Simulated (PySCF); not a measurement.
CH₇F₂NSi₂, SMILES N[Si@H](F)C[SiH2]F. Atoms are numbered in the order given.

```xyz
13

N      1.4703    -0.3480    -0.8925
Si     1.1349     0.4180     0.5959
F      1.7359    -0.3740     1.8938
C     -0.7210     0.4973     0.8259
Si    -1.7138     0.3030    -0.7352
F     -1.3310    -1.1489    -1.3922
H      0.8942    -1.1159    -1.2226
H      2.3960    -0.3555    -1.3031
H      1.7992     1.7474     0.6145
H     -0.9849     1.4575     1.3025
H     -1.0196    -0.2942     1.5352
H     -3.1780     0.2655    -0.4579
H     -1.4134     1.3587    -1.7403
```
Charge 0, spin multiplicity 1.

Geometry optimised at PBE0-D3(BJ)/def2-SVP. The structure was generated by enumeration; whether it is a known compound was not checked. One conformer was computed; it need not be the lowest.

All values below come from SMD-ωB97X/def2-SVP (PySCF).

Solvation free energies are E(SMD) − E(gas) at the gas-phase geometry, for 1 M in both phases. In vacuum the dipole moment is 1.29 D.

Task: Estimate the solvation free energies in water, n-hexane, acetone. (The exact figures need the calculation; the answer reports its results.)

Result: 
```tsv
solvent	ΔG(solv) (kcal/mol)	its non-electrostatic (CDS) part	dipole (D)
water	-1.3	4.7	1.51
n-hexane	-2.1	0.1	1.37
acetone	-5.0	0.7	1.50
```
